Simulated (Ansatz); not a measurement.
Consider the substitution at a C–Cl bond: `N[SiH](O)CCl` + HBr → `N[SiH](O)CBr` + HCl.

Program: Ansatz. Geometries: PBE0-D4/def2-TZVP. ΔE: electronic, gas phase. CCSD(T)/CBS adds triple-zeta CCSD(T) − MP2 to the extrapolated MP2 energy (def2 sets, frozen cores). This one scheme is used for every species. DFT in def2-TZVPP. For Br outer-core shells are correlated without core-valence functions, which leaves a few kJ/mol of doubt a bond. Scalar relativity is left out up to krypton. One conformer a species, not always the lowest.

`N[SiH](O)CCl`:

Z-matrix (Å, degrees):
```
Si
O 1 1.646
C 1 1.882 2 108.6
N 1 1.705 2 117.8 3 120.0
H 1 1.480 2 103.9 3 -119.2
H 2 0.960 1 116.6 3 -55.4
Cl 3 1.798 1 108.0 2 63.7
H 3 1.090 1 112.4 2 -53.9
H 3 1.090 1 113.1 2 -177.9
H 4 1.008 1 120.0 2 -80.3
H 4 1.007 1 121.2 2 67.2
```

HBr:

Cartesian coordinates in Å:
```
Br -0.215 -0.301 0.606
H 0.215 0.301 -0.606
```

`N[SiH](O)CBr`:

```xyz
11

N     1.021   -1.216    0.589
Si    0.287    0.306    0.433
O     1.215    1.366   -0.419
C    -1.370    0.045   -0.410
Br   -1.142   -0.923   -2.088
H     1.013   -1.845   -0.199
H     1.855   -1.330    1.142
H     0.033    0.875    1.786
H     1.001    2.298   -0.366
H    -1.867    0.981   -0.667
H    -2.045   -0.555    0.199
```

HCl:

```xyz
2

Cl    0.183    0.488   -0.370
H    -0.183   -0.488    0.370
```

```
       species  r2SCAN-D4 energy (Eh)
`N[SiH](O)CCl`             -921.43321
           HBr            -2574.74147
`N[SiH](O)CBr`            -3035.39073
           HCl             -460.78592
```

Q: Work out ΔE.

A: ΔE = (-3035.39073) + (-460.78592) − (-921.43321) − (-2574.74147) = -0.00197 Eh = -1.2 kcal/mol. CCSD(T)/CBS gives -1.9 kcal/mol.

Largest T1 diagnostic among the species: 0.010.

In def2-TZVPP, CCSD(T) changes the Hartree–Fock value by −1.1 kcal/mol (the triples alone add −0.0 kcal/mol) and MP2 by −1.5 kcal/mol.
